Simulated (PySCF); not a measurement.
**Frontier orbitals and the lowest excitations**

Species: Si6F6 prismane, Si6F6.
Structure used (PBE0-D3(BJ)/def2-SVP), in Å, numbered top down from 1:
```
atom  x, y, z in Å
Si1   -0.7601    1.5452   -0.5858
F2    -1.5061    2.9087   -1.0633
Si3    0.4055   -0.1951   -1.7695
F4     0.7668   -0.4205   -3.3392
Si5    1.5148    1.0172   -0.0097
F6     2.8782    1.9032    0.0070
Si7    0.7621   -0.5719    1.5769
F8     1.4775   -1.0467    2.9579
Si9   -1.5150   -0.0469    1.0024
F10   -2.8988   -0.0259    1.8560
Si11  -0.3515   -1.7839   -0.1836
F12   -0.6579   -3.3662   -0.3980
```

Method used: TDDFT wB97X-D/def2-SVPD, vertical, gas phase, core orbitals frozen in the response (PySCF).

Kohn–Sham orbitals with the atoms that hold most of them (Löwdin shares over 4%, at most four atoms; ? is withheld):

| orbital | ε (eV) | atoms |
| --- | --- | --- |
| LUMO+2 | 0.47 | Si5 16%, Si9 16%, Si3 15%, Si7 14% |
| LUMO+1 | 0.37 | Si7 17%, Si1 17%, Si3 15%, Si11 13% |
| LUMO | -2.75 | ? |
| HOMO | -8.96 | Si5 16%, Si7 15%, Si3 15%, Si11 14% |
| HOMO-1 | -8.98 | Si9 16%, Si1 16%, Si11 14%, Si3 14% |
| HOMO-2 | -9.46 | Si7 15%, Si11 15%, Si3 15%, Si5 14% |
| HOMO-3 | -9.49 | Si1 16%, Si9 16%, Si3 13%, Si7 12% |

Q: Give the leading atoms of the LUMO.

A: Si9 (bonded to F and 3 Si) 14%; Si5 (bonded to F and 3 Si) 14%; Si1 (bonded to F and 3 Si) 14%; Si11 (bonded to F and 3 Si) 14%.

Q: How does S1 compare with the orbital gap of 6.21 eV?

A: S1 is at 1.81 eV (f = 0.0001), 4.40 eV below the gap, made of HOMO→LUMO (98%). Without the coupling terms of the response equations the lowest excitation would equal the gap.

Next come S2 at 1.82 eV (f 0.0000), HOMO-1→LUMO (98%); S3 at 2.32 eV (f 0.0000), HOMO-2→LUMO (98%); S4 at 2.35 eV (f 0.0000), HOMO-3→LUMO (98%); S5 at 3.53 eV (f 0.0000), HOMO-4→LUMO (98%).

Orbitals of the list HOMO-3 to LUMO+2 that lie within 0.01 eV of each other are written together with a slash and their weights summed (≥ marks a lower bound); for degenerate orbitals outside that list single weights are arbitrary.

One conformer stands for the species.
